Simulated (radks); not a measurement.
Problem. Valence configurations of the lead ion Pb2+. Calculated with a radial shooting solver on a logarithmic mesh with Libxc functionals: scalar-relativistic Kohn-Sham, BLYP, spin-unpolarised, spherical densities, finite nucleus; Fermi nuclear charge, rms radius 5.5012 fm. Order these by energy: [Xe] 4f14 5d10 6s1 6p1; [Hg]; [Xe] 4f14 5d8 6s2 6p2; [Xe] 4f13.5 5d9 6s2 6p1.5; [Xe] 4f14 5d9 6s1.5 6p1.5; [Xe] 4f12 5d10 6s1.5 6p2.5; [Xe] 4f14 5d10 6s1.5 6p0.5; [Xe] 4f14 5d9 6s2 6p1; [Xe] 4f13 5d10 6s2 6p1; [Xe] 4f13.5 5d10 6s2 6p0.5.

Solution. From the lowest, in eV above it: [Hg] 0.000; [Xe] 4f14 5d10 6s1.5 6p0.5 5.114; [Xe] 4f14 5d10 6s1 6p1 10.300; [Xe] 4f14 5d9 6s2 6p1 21.920; [Xe] 4f14 5d9 6s1.5 6p1.5 27.446; [Xe] 4f14 5d8 6s2 6p2 47.003; [Xe] 4f13.5 5d10 6s2 6p0.5 68.363; [Xe] 4f13.5 5d9 6s2 6p1.5 92.696; [Xe] 4f13 5d10 6s2 6p1 141.25; [Xe] 4f12 5d10 6s1.5 6p2.5 307.05. NIST lists [Hg] as the ground configuration; this level of theory agrees among the configurations tried. The energies are those of spherical spin-averaged densities, not of single terms.
